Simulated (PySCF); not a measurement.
## Electron correlation in N²⁺ (nitrogen, charge +2)

[He] 2s1 2p2, high-spin 4P determinant (an excited configuration). Calculation: PySCF 2.14, in dyall-acv3z; no relativity, point nucleus. Frozen: nothing; 5 electrons correlated; the 5 highest virtual orbitals of each spin left out.

MP2 pair energies summed by pair of shells (mhartree):

| pair | energy | share (%) |
| --- | --- | --- |
| 1s-1s | -38.25 | 62.6 |
| 2p-2p | -7.26 | 11.9 |
| 1s-2p | -6.54 | 10.7 |
| 2s-2p | -5.71 | 9.3 |
| 1s-2s | -3.39 | 5.5 |

Total MP2 correlation energy: -61.15 mhartree.

Same-spin part -16.42 and opposite-spin part -44.73 mhartree; SCS-MP2 scales them by 1/3 and 6/5 to -59.15 mhartree.
